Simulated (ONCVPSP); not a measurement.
# B: ONCV pseudisation with LDA (Perdew-Zunger), scalar-relativistic reference atom.

* Element: B (Z = 5)
* Generator: ONCVPSP 4.0.1
* Type: optimised norm-conserving Vanderbilt (ONCV)
* Functional: LDA (Perdew-Zunger)
* Relativity: scalar-relativistic
* Frozen core: [He]
* Valence charge: 3
* Reference configuration: 2s2 2p1
* Partial waves: 2s: rc 1.35 bohr, ncon 4, nbas 9, qcut 4.7 1/bohr, 3 projectors, debl 2.1 Ha; 2p: rc 3.30 bohr, ncon 4, nbas 9, qcut 3.9 1/bohr, 2 projectors, debl 2 Ha; d scattering state at 0.05 Ha: rc 3.10 bohr, ncon 3, nbas 8, qcut 2.9 1/bohr, 2 projectors, debl 2.4 Ha
* Local potential: polynomial inside 0.90 bohr (lpopt 5, dvloc0 0 Ha)
* Core correction: Teter function, fcfact 2.75, rcfact 1.5

Results:

```
Cutoffs needed             : 11 Ha and 64 Ha (the cutoffs (Ha) at which the residual kinetic energy of the hardest occupied pseudo-wave falls to 1 and 0.1 mHa per electron) The cutoffs count occupied waves only; projector 3 of the s channel, the hardest unoccupied one, needs 51 Ha at the loose tolerance.
Ghost test                 : ghosts flagged at negative energy: p at -19.5 eV; GHOST(+) flagged for d at 266.0 eV, s at 293.3 eV; a true bound ghost makes a file unfit for plane-wave use
Largest excitation error   : +424 meV (all-electron minus pseudo) for 2s1 2p0, out of 4 test configurations
rms error of d²Exc/dni dnj : 2.33 mHa without and 0.94 mHa with the model core
```

Generation and tests took about 3.1 s on one core of a shared server CPU.
